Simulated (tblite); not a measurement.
Species: C5H9NSi.
SMILES with atom numbers: `[N:1]#[C:2][C@@H:3]1[CH2:4][CH2:5][CH2:6][SiH2:7]1` (hydrogens: H8 on C3; H9, H10 on C4; H11, H12 on C5; H13, H14 on C6; H15, H16 on Si7)

Computed with GFN2-xTB (tblite), gas phase: L-BFGS steps from a force-field or distance-geometry start until the largest atomic force falls under 0.01 eV/Å.

Step 10: E = -541.5927 eV
```
atom  x, y, z in Å  |  force x, y, z in eV/Å
N1      3.5729    0.3408    0.0616   -0.098   0.002  -0.062
C2      2.4441    0.2373    0.2339    0.100  -0.013   0.079
C3      1.0474    0.1218    0.4775   -0.013   0.027  -0.101
C4      0.3990   -1.1040   -0.1848   -0.070   0.006   0.119
C5     -1.0820   -1.0207    0.1967   -0.036   0.070  -0.070
C6     -1.6015    0.3935   -0.1474    0.076   0.015  -0.034
Si7    -0.0433    1.5002   -0.3073   -0.077  -0.033  -0.002
H8      0.8893    0.0839    1.5644    0.089  -0.020  -0.136
H9      0.5261   -1.0295   -1.2735   -0.099  -0.084   0.182
H10     0.8502   -2.0472    0.1328   -0.019   0.045   0.103
H11    -1.6570   -1.7966   -0.3101   -0.016   0.039  -0.076
H12    -1.1899   -1.2019    1.2724    0.091   0.051  -0.111
H13    -2.2783    0.7639    0.6243    0.014  -0.103  -0.034
H14    -2.1799    0.3783   -1.0728    0.075  -0.028   0.045
H15     0.3620    1.6279   -1.7177   -0.034   0.137   0.162
H16    -0.0666    2.7613    0.4387    0.016  -0.109  -0.064
```

Step 11: E = -541.6006 eV
```
atom  x, y, z in Å  |  force x, y, z in eV/Å
N1      3.5760    0.3398    0.0626    0.003   0.024  -0.108
C2      2.4458    0.2401    0.2217   -0.074  -0.061   0.167
C3      1.0484    0.1207    0.4713    0.017   0.073  -0.077
C4      0.3961   -1.1064   -0.1832    0.006  -0.021   0.128
C5     -1.0836   -1.0191    0.1969   -0.060  -0.058  -0.133
C6     -1.6027    0.3915   -0.1493    0.019   0.060   0.081
Si7    -0.0491    1.4979   -0.3007   -0.002   0.009  -0.053
H8      0.8934    0.0881    1.5597    0.117  -0.041  -0.155
H9      0.5255   -1.0428   -1.2722   -0.095  -0.075   0.183
H10     0.8467   -2.0457    0.1482   -0.031   0.042   0.067
H11    -1.6589   -1.7942   -0.3153    0.013   0.065  -0.024
H12    -1.1885   -1.2053    1.2713    0.057   0.067  -0.094
H13    -2.2822    0.7589    0.6240    0.029  -0.105  -0.086
H14    -2.1760    0.3776   -1.0759    0.039  -0.031   0.013
H15     0.3643    1.6462   -1.7031   -0.034   0.113   0.084
H16    -0.0628    2.7619    0.4326   -0.004  -0.059   0.008
```

Step 12: E = -541.6077 eV
```
atom  x, y, z in Å  |  force x, y, z in eV/Å
N1      3.5779    0.3392    0.0617    0.076   0.035  -0.126
C2      2.4471    0.2415    0.2135   -0.174  -0.083   0.174
C3      1.0491    0.1211    0.4631    0.036   0.079  -0.030
C4      0.3930   -1.1089   -0.1792    0.072  -0.036   0.092
C5     -1.0859   -1.0181    0.1951   -0.046  -0.136  -0.129
C6     -1.6031    0.3906   -0.1501   -0.036   0.058   0.127
Si7    -0.0551    1.4969   -0.2952    0.070   0.039  -0.071
H8      0.9006    0.0913    1.5516    0.109  -0.044  -0.108
H9      0.5240   -1.0579   -1.2668   -0.076  -0.062   0.122
H10     0.8428   -2.0441    0.1641   -0.033   0.023   0.059
H11    -1.6611   -1.7919   -0.3205    0.023   0.069  -0.002
H12    -1.1865   -1.2081    1.2677    0.007   0.071  -0.047
H13    -2.2865    0.7524    0.6221    0.020  -0.083  -0.088
H14    -2.1713    0.3764   -1.0777    0.003  -0.022  -0.033
H15     0.3663    1.6663   -1.6878   -0.028   0.092  -0.022
H16    -0.0590    2.7622    0.4272   -0.022   0.001   0.083
```

**Question.** Estimate the geometry and energy of step 13. (The exact step hangs on the optimiser's Hessian estimate; all steps are aligned on step 12, rigid shifts and turns removed.)

**Answer.** E = -541.6128 eV, largest force 0.190 eV/Å
```
atom  x, y, z in Å  |  force x, y, z in eV/Å
N1      3.5784    0.3392    0.0590    0.073   0.031  -0.115
C2      2.4476    0.2410    0.2102   -0.140  -0.070   0.107
C3      1.0494    0.1229    0.4554    0.035   0.042   0.018
C4      0.3913   -1.1114   -0.1744    0.086  -0.032   0.039
C5     -1.0880   -1.0187    0.1921   -0.005  -0.118  -0.064
C6     -1.6033    0.3906   -0.1493   -0.047   0.019   0.078
Si7    -0.0588    1.4983   -0.2923    0.097   0.046  -0.055
H8      0.9091    0.0930    1.5426    0.069  -0.032  -0.019
H9      0.5226   -1.0719   -1.2599   -0.049  -0.049   0.034
H10     0.8393   -2.0432    0.1772   -0.019  -0.002   0.073
H11    -1.6629   -1.7906   -0.3243    0.013   0.047  -0.015
H12    -1.1855   -1.2098    1.2635   -0.037   0.064   0.005
H13    -2.2910    0.7464    0.6191   -0.005  -0.049  -0.045
H14    -2.1674    0.3751   -1.0787   -0.014  -0.007  -0.060
H15     0.3679    1.6842   -1.6768   -0.021   0.078  -0.110
H16    -0.0563    2.7638    0.4251   -0.035   0.031   0.130
```

The energy changes by -0.0051 eV. The first-order estimate −F·Δx gives -0.0074 eV and the mean of the old and new forces, exact on a quadratic surface, -0.0051 eV. The step makes an angle of 68° with the force vector and moves no atom by more than 0.021 Å.

What follows is the cost of the whole relaxation. Hardware: one thread of an Arm Neoverse N1, shared host with 64 logical CPUs at a one-minute load of 60. Cost: 0.82 s.
